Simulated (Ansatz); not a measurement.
Basis-set extrapolation for `NCO[SiH2]N` (PBE0-D4/def2-TZVP geometry, frozen core, Ansatz 0.2.0). Multiplicity 1, RHF reference.

```csv
,def2-TZVPP,def2-QZVPP
HF,-515.402526,-515.423357
MP2 correlation,-0.962364,-1.033204
CCSD(T) correlation,-1.040403,not run
```

Energies in hartree. Use E(X) = E(∞) + A·exp(−7.88·√X) for Hartree–Fock and E(X) = E(∞) + B·X^(−2.97) for correlation, with X = 3 and 4, and add CCSD(T) minus MP2 of the smaller set to the MP2 limit.

Question: What is the CCSD(T) energy at the basis-set limit?

Answer: HF limit: -515.423357 + (-0.020831) × 0.13774 = -515.42623. MP2 limit: -1.033204 + (-0.070840) × 0.74074 = -1.08568. Higher-order term: -1.040403 − (-0.962364) = -0.07804. Total: -516.58995 hartree, 386.0 kJ/mol below CCSD(T)/def2-TZVPP.
